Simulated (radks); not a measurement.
Values are calculated unless marked as measured or tabulated.
The gold ion Au4+, 75 electrons, occupied as [Xe] 4f14 5d7.

Level of theory: scalar-relativistic Kohn-Sham, LDA (Slater exchange, Perdew-Wang correlation), spin-polarised, spherical densities, finite nucleus; open shells are filled with parallel spins first (spin-orbit coupling, left out, can overturn this in heavy ions); Fermi nuclear charge, rms radius 5.4371 fm (a radial shooting solver on a logarithmic mesh with Libxc functionals).

Energy parts (eV):
part                       energy
total                  -516826.35
kinetic                 577793.03
electron-nucleus      -1282022.05
Hartree                 196926.85
exchange-correlation     -9524.18

Orbitals (lengths in bohr, moments of r in powers of bohr):
orbital  occ.  eigenvalue (eV)      <r>
1s up       1        -80729.82  0.01688
1s down     1        -80729.82  0.01688
2s up       1        -14290.42  0.07118
2s down     1        -14290.17  0.07118
2p up       3        -12371.01  0.06426
2p down     3        -12370.80  0.06426
3s up       1        -3413.156   0.1840
3s down     1        -3413.023   0.1840
3p up       3        -2856.147   0.1852
3p down     3        -2856.007   0.1852
3d up       5        -2258.827   0.1677
3d down     5        -2258.630   0.1677
4s up       1        -781.6484   0.4073
4s down     1        -781.3822   0.4073
4p up       3        -598.8367   0.4338
4p down     3        -598.5688   0.4338
4d up       5        -378.9561   0.4586
4d down     5        -378.6397   0.4584
5s up       1        -161.5887   0.9213
5s down     1        -159.9455   0.9187
4f up       7        -134.6536   0.4984
4f down     7        -134.2214   0.4971
5p up       3        -112.3713    1.055
5p down     3        -110.4381    1.052
5d up       5         -56.2026    1.381
5d down     2         -54.1182    1.387

The highest occupied level is 5d down at -54.118 eV. The electron density at the nucleus is 2.292e+06 e/bohr^3 (large components only). For comparison, the ionisation energy in NIST's Atomic Spectra Database is 60 eV (theoretical). In exact Kohn-Sham theory the highest level is minus the ionisation energy, but local and semilocal functionals leave it too shallow, through self-interaction and a potential that decays too fast; potentials with the right tail come closer. The density falls to 0.001 e/bohr^3 at r = 3.10 bohr. Spin moment in Bohr magnetons: 3.
